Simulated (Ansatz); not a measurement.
Relaxation of AlH₇O₃Si (12 atoms, charge 0, multiplicity 1), to a largest force component of 0.03 eV/Å in at most 50 steps.

Theory: Ansatz 0.2.0, RKS B3LYP-D4/cc-pVDZ.

```xyz
12
Properties=species:S:1:pos:R:3
Al -0.024 0.456 -0.069
H -0.469 -0.963 2.254
O 1.524 -0.162 -0.502
H 1.660 -0.780 -1.228
O -1.533 0.041 -0.779
H -1.634 -0.611 -1.481
O -0.075 1.682 1.183
Si 0.844 2.760 2.077
H 1.647 2.027 3.107
H 1.778 3.536 1.199
H -0.078 3.713 2.768
H -0.427 -0.244 2.224
```

Problem. Where does it end, and by what steps?

Solution. The forces met the threshold. The force dipped under the threshold on the way, but the program's further checks kept it going. After 7 steps the energy has fallen by 0.097 eV; H2 moved furthest, 0.50 Å.

| step | energy less start (eV) | largest force component (eV/Å) | accepted |
| --- | --- | --- | --- |
| 0 | 0.0000 | 1.805 | yes |
| 1 | -0.0740 | 0.382 | yes |
| 2 | -0.0846 | 0.452 | yes |
| 3 | -0.0928 | 0.265 | yes |
| 4 | -0.0914 | 0.310 | no |
| 5 | -0.0957 | 0.083 | yes |
| 6 | -0.0968 | 0.021 | yes |
| 7 | -0.0972 | 0.022 | yes |

```xyz
12
Properties=species:S:1:pos:R:3
Al -0.047 0.481 0.034
H -0.338 -1.220 1.850
O 1.470 -0.238 -0.358
H 1.586 -0.897 -1.050
O -1.559 0.130 -0.715
H -1.646 -0.528 -1.413
O -0.041 1.776 1.164
Si 0.859 2.871 2.053
H 1.640 2.164 3.119
H 1.812 3.618 1.172
H -0.074 3.843 2.701
H -0.449 -0.547 2.196
```

Whether the end is a true minimum wasn't checked by a vibrational analysis.

Time of the run: 13 s on 4 threads of Arm Neoverse V2 (shared host), peak memory 0.27 GiB.
